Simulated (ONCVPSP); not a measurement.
**Pb (Z = 82): one change to an ONCV potential, before and after**

* Element: Pb (Z = 82)
* Generator: ONCVPSP 4.0.1
* Type: optimised norm-conserving Vanderbilt (ONCV)
* Functional: LDA (Perdew-Wang 92)
* Relativity: scalar-relativistic
* Frozen core: [Xe] 4f14
* Valence charge: 14
* Reference configuration: 5d10 6s2 6p1.75 (charge +0.25)
* Partial waves: 6s: rc 2.00 bohr, ncon 4, nbas 9, qcut 2.5 1/bohr, 2 projectors, debl 2 Ha; 6p: rc 2.25 bohr, ncon 4, nbas 7, qcut 3.8 1/bohr, 2 projectors, debl 1.2 Ha; 5d: rc 1.15 bohr, ncon 5, nbas 8, qcut 8 1/bohr, 3 projectors, debl 4 Ha
* Local potential: polynomial inside 0.90 bohr (lpopt 2, dvloc0 2 Ha)
* Core correction: Teter function, fcfact 4.75, rcfact 1.55

All-electron outer shells of the reference configuration (LDA (PZ), scalar-relativistic, ld1.x):

```csv
shell,level (eV),outermost node (bohr),outermost maximum (bohr)
4f,-135.04,–,0.35
5p,-87.74,0.49,0.88
5d,-23.07,0.52,1.07
6s,-14.02,1.01,1.95
6p,-5.21,1.18,2.60
```

Change: d: rc 0.82; local potential polynomial inside 0.82 bohr (lpopt 2, dvloc0 2 Ha).

Cutoffs: the cutoffs (Ha) at which the residual kinetic energy of the hardest occupied pseudo-wave falls to 1 and 0.1 mHa per electron; they do not see the model core or the augmentation charge, which bear on the density cutoff. Errors are all-electron minus pseudo energies relative to the spin-unpolarised reference configuration.

How do hardness, ghosts and transferability respond?

The potential gets harder (47 Ha and 80 Ha → 352 Ha and 431 Ha); both files keep a bound ghost (d, p, s); the errors of the 4 common tests hardly move. A smaller radius makes the pseudo-wave follow the all-electron one further in, where it bends more sharply, so more plane waves are needed.

| quantity | base | changed |
| --- | --- | --- |
| cutoff, loose | 47 Ha | 352 Ha |
| cutoff, tight | 80 Ha | 431 Ha |
| loose cutoff by channel | s 47 Ha, p 5.1 Ha, d 25 Ha | s 47 Ha, p 5.1 Ha, d 352 Ha |
| bound ghosts | s, p, d | s, p, d |
| GHOST(+) flags under 300 eV | none | s at 126.7 eV |
| error for 5d10 6s2 6p2, meV [ΔE -1.11 eV] | +0.4 | +0.4 |
| error for 5d10 6s2 6p1, meV [ΔE 5.72 eV] | -3.6 | -3.6 |
| error for 5d10 6s2 6p0, meV [ΔE 19.47 eV] | -18 | -18 |
| error for 5d9 6s2 6p2, meV [ΔE 26.19 eV] | -117 | -113 |
| s: phases at 2.03 bohr within 0.05 rad from the reference energy up to (Ha; the scan ends near 5) | 3.7 | 3.5 |
| p: phases at 2.28 bohr within 0.05 rad from the reference energy up to (Ha; the scan ends near 5) | 3.2 | 3.0 |
| rms error of d²Exc/dni dnj with the model core, mHa | 0.39 | 0.43 |

 A true bound ghost makes a file unfit for plane-wave use even where its test errors are small: the radial tests pick states by their node count and pass the ghost by.
